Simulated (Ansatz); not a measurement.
Consider the formal exchange of groups at the Sb–N bond: `C=C=[N][SbH2]` + `N=[C](Cl)[GeH3]` → `[GeH3][SbH2]` + `C=C=NC(=N)Cl`.

Program: Ansatz. Geometries: PBE0-D4/def2-TZVP. ΔE: electronic, gas phase. CBS: MP2 limit from def2 TZ/QZ plus the TZ coupled-cluster correction, frozen cores. Functionals use def2-TZVPP. Elements past krypton have def2 core potentials. For Ge, Sb outer-core shells are correlated without core-valence functions, which leaves a few kJ/mol of doubt a bond. Scalar relativity is left out up to krypton. Each species was taken in one conformer, which may not be the lowest.

`C=C=[N][SbH2]`:

```xyz
8

C     1.674   -0.267   -0.772
C     0.413   -0.506   -0.497
N    -0.737   -0.791   -0.255
Sb   -2.146    0.608    0.335
H     2.425   -0.368    0.000
H     1.970    0.016   -1.772
H    -2.537   -0.287    1.737
H    -1.062    1.595    1.224
```

`N=[C](Cl)[GeH3]`:

```xyz
8

N    -1.181    1.183    0.943
C    -0.879    0.377    0.036
Cl   -2.111   -0.028   -1.148
Ge    0.830   -0.555   -0.297
H    -0.392    1.343    1.569
H     1.349   -0.151   -1.681
H     1.797   -0.102    0.809
H     0.587   -2.066   -0.231
```

`[GeH3][SbH2]`:

Cartesian coordinates in Å:
```
Ge -0.526 -0.321 -0.742
Sb 1.536 0.554 0.618
H -1.794 -0.434 0.119
H -0.798 0.643 -1.909
H -0.189 -1.705 -1.322
H 0.585 1.781 1.334
H 1.187 -0.518 1.902
```

`C=C=NC(=N)Cl`:

```xyz
9

C    -0.887   -0.581   -1.863
C    -0.562    0.119   -0.817
N    -0.306    0.843    0.127
C     0.549    0.525    1.174
N     0.299   -0.347    2.031
Cl    1.942    1.585    1.180
H    -0.341   -0.462   -2.789
H    -1.695   -1.297   -1.803
H     1.002   -0.386    2.761
```

CCSD(T)/CBS gives -22.0 kJ/mol.

Q: Another level gave -39.7 kJ/mol. Which?
A. r2SCAN0-D4/def2-TZVPP
B. PBE-QIDH/def2-TZVPP
C. SCS-MP2/def2-TZVPP
D. B97M-V/def2-TZVPP

A: A. r2SCAN0-D4 -39.7, PBE-QIDH -34.6, B97M-V -23.0, SCS-MP2/def2-TZVPP -16.4 kJ/mol.

Q: What do rigid-rotor, harmonic-oscillator terms from PBE0-D4/def2-TZVP frequencies (298.15 K, 1 bar) make of the CCSD(T)/CBS value? (Best estimate.)

A: The calculation gave: ΔZPE = +2.7 kJ/mol, ΔH = -19.7 kJ/mol, ΔS = -2 J/(mol·K), ΔG = -19.1 kJ/mol. Modes under 50 cm⁻¹ make the entropy rough.

Largest T1 diagnostic among the species: 0.015.

At CCSD(T), def2-SVP lies −27.5 kJ/mol from the extrapolated value and def2-TZVPP +0.4 kJ/mol. Leaving LDA and LC-ωPBE aside and taking each functional with its dispersion term where it has one, the values, not all of them listed here, spread over 18.6 kJ/mol, from HSE06-D4 to B97M-V. LDA lies −15.7 kJ/mol from PBE without D4. In def2-TZVPP, CCSD(T) changes the Hartree–Fock value by +3.0 kJ/mol (the triples alone add +0.7 kJ/mol) and MP2 by +3.8 kJ/mol.
